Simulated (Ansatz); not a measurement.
`B[CH2][GeH2][SiH3]` + `O=C([SiH3])S` → `O=C([SiH3])S[SiH3]` + `B[CH2][GeH3]`  (cleavage of the Si–Ge bond)

Calculated with Ansatz (gas phase, PBE0-D4/def2-TZVP geometries, no zero-point term in ΔE). CBS: MP2 limit from def2 TZ/QZ plus the TZ coupled-cluster correction, frozen cores. DFT in def2-TZVPP. For Ge outer-core shells are correlated without core-valence functions, which leaves a few kJ/mol of doubt a bond. Scalar relativity is left out up to krypton. Each species was taken in one conformer, which may not be the lowest.

`B[CH2][GeH2][SiH3]`:

Z-matrix (Å, degrees):
```
Ge
C 1 2.022
B 1 2.585 2 35.9
Si 1 2.391 2 115.2 3 -25.3
H 1 1.537 2 107.8 3 98.1
H 1 1.539 2 106.1 3 -144.8
H 2 1.089 1 105.4 3 120.7
H 2 1.089 1 104.3 3 -121.0
H 3 1.200 1 108.3 2 -114.7
H 3 1.200 1 104.3 2 118.0
H 4 1.488 1 107.7 2 180.0
H 4 1.484 1 111.7 2 60.4
H 4 1.485 1 110.0 2 -61.6
```

`O=C([SiH3])S`:

Cartesian coordinates in Å:
```
O 0.550 -0.494 1.665
C 0.348 -0.443 0.482
Si -0.668 0.994 -0.304
S 0.950 -1.666 -0.671
H -0.761 0.806 -1.773
H -2.014 0.968 0.317
H 0.036 2.256 0.023
H 1.559 -2.422 0.262
```

`O=C([SiH3])S[SiH3]`:

Cartesian coordinates in Å:
```
O -1.244 0.447 0.419
C -0.043 0.463 0.326
Si 1.064 1.797 1.166
S 0.851 -0.770 -0.614
Si -0.902 -1.870 -1.231
H 1.836 2.493 0.107
H 1.996 1.110 2.094
H 0.177 2.735 1.891
H -1.611 -2.416 -0.053
H -0.341 -2.973 -2.050
H -1.784 -1.016 -2.056
```

`B[CH2][GeH3]`:

Cartesian coordinates in Å:
```
B -1.046 0.620 0.916
C 0.237 -0.203 0.847
Ge 0.576 -0.305 -1.115
H -1.001 1.818 0.937
H -2.117 0.086 0.859
H 0.166 -1.247 1.159
H 1.141 0.264 1.243
H 0.834 1.094 -1.692
H -0.614 -0.948 -1.844
H 1.825 -1.179 -1.312
```

```
             level  ΔE (kJ/mol)
           ωB97X-V        -44.1
           ωB97M-V        -44.1
            B2PLYP        -45.6
     HF/def2-TZVPP        -59.5
SCS-MP2/def2-TZVPP        -49.8
     HF/def2-QZVPP        -60.4
SCS-MP2/def2-QZVPP        -51.5
      HF/CBS(def2)        -60.6
```

**Question.** What does CCSD(T)/CBS give? (Best estimate.)

**Answer.** Ansatz gave: -44.2 kJ/mol. The listed levels differ from it by 0.1, 0.1, -1.4, -15.3, -5.6, -16.2, -7.3, -16.4 kJ/mol.

Largest T1 diagnostic among the species: 0.017.

From PBE to PBE0 (25 % exact exchange), in def2-TZVPP and without D4, ΔE moves by −4.7 kJ/mol. In def2-TZVPP, CCSD(T) changes the Hartree–Fock value by +17.0 kJ/mol (the triples alone add +1.0 kJ/mol) and MP2 by +10.9 kJ/mol.
